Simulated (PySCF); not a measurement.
Stepwise substitution at one centre (Al CH3-SiH3). Gas-phase values, no solvent. Strings in code marks are SMILES.

The S1–T1 gap (TDA) from two functionals at the same geometries (r2SCAN-D4/def2-TZVP), both in PySCF: PBE-D3(BJ)/def2-TZVP and r2SCAN-D4/def2-TZVP. Excitations are Tamm–Dancoff values on a coarser integration grid. The basis has no diffuse functions, so Rydberg states are missing or too high.

```
species                                                  PBE-D3(BJ)/def2-TZVP (eV)
-------------------------------------------------------  -------------------------
0 of 3 CH3 replaced by SiH3 (`[CH3][Al]([CH3])[CH3]`)                         0.28
1 of 3 CH3 replaced by SiH3 (`[CH3][Al]([CH3])[SiH3]`)                        0.68
2 of 3 CH3 replaced by SiH3 (`[CH3][Al]([SiH3])[SiH3]`)                       0.59
3 of 3 CH3 replaced by SiH3                                                   0.50
```

**Question.** What does r2SCAN-D4/def2-TZVP give for each?

**Answer.** 
- 0 of 3 CH3 replaced by SiH3 (`[CH3][Al]([CH3])[CH3]`): 0.39
- 1 of 3 CH3 replaced by SiH3 (`[CH3][Al]([CH3])[SiH3]`): 0.89
- 2 of 3 CH3 replaced by SiH3 (`[CH3][Al]([SiH3])[SiH3]`): 0.75
- 3 of 3 CH3 replaced by SiH3: 0.64
Over these rows, drawn at random from the members with no instability flagged (it was tested for open shells, ions and some series alone), PBE minus r2SCAN-D4: mean -0.15 eV, from -0.21 eV to -0.10 eV.
